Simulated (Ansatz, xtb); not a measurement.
## Isomers of C6H4BF in order of energy

10 gas-phase structures of C6H4BF, from a drawn sample of its isomers (lower ones may exist). Each was relaxed with GFN2-xTB:

A. `C#CC1=CBC(F)=C1`, a singlet
B. `C#CC1=CB(F)C=C1`, a singlet
C. `C#CB1C=CC(F)=C1`, a singlet
D. `C#CC1=CC=CB1F`, a singlet
E. `C#CC1=CBC=C1F`, a singlet
F. `C#CC1=CC=C(F)B1`, a singlet
G. `C#CC1=C(F)BC=C1`, a singlet
H. `C#CC1=CC(F)=CB1`, a singlet
I. `C#CC1=C(F)C=CB1`, a singlet
J. `C#CB1C=CC=C1F`, a singlet

**Question.** Estimate their order in r2SCAN-D4/def2-SVP energy at these geometries, lowest first.

**Answer.** Calculated order at r2SCAN-D4/def2-SVP: D (0.0), B (0.7), C (36.0), J (43.2), H (48.2), E (49.4), I (50.2), A (55.9), G (56.2), F (56.6) kcal/mol. Less than 1 kcal/mol parts D and B; E and I; A and G; G and F, so the order within those pairs means little.

Energies above the lowest of each column, in kcal/mol; the last columns are at PBE0-D3(BJ)/def2-SVP geometries and were run for some of them only (a dash: not run or not comparable):

| structure | GFN2-xTB | HF/STO-3G | r2SCAN-D4/def2-SVP | PBE0-D3(BJ)/def2-SVP | CCSD(T)/def2-SVP |
| --- | --- | --- | --- | --- | --- |
| D | 0.5 | 0.0 | 0.0 | 0.0 | 0.1 |
| B | 0.0 | 0.6 | 0.7 | 0.7 | 0.0 |
| C | 33.1 | 30.7 | 36.0 | – | – |
| J | 35.2 | 35.2 | 43.2 | – | – |
| H | 29.1 | 43.8 | 48.2 | – | – |
| E | 29.9 | 43.6 | 49.4 | – | – |
| I | 31.1 | 42.9 | 50.2 | – | – |
| A | 30.9 | 48.5 | 55.9 | – | – |
| G | 32.1 | 47.9 | 56.2 | – | – |
| F | 31.9 | 48.0 | 56.6 | – | – |

CCSD(T)/def2-SVP has B and D within 1 kcal/mol of each other at the bottom, and every level picks one of them. CCSD(T)/def2-SVP orders those it was run on as B (0.0), D (0.1) kcal/mol. Less than 1 kcal/mol parts B and D, so the order within that pair means little. Frequencies (GFN2-xTB) were run for B, D alone.

Over these structures GFN2-xTB departs from r2SCAN-D4/def2-SVP by 9.2 kcal/mol on average once a common shift is removed. A GFN2-xTB relaxation took about 0.36 s and the r2SCAN-D4/def2-SVP energy about 7.6 s on a shared host (Ansatz 0.2.0, xtb 6.7.1).
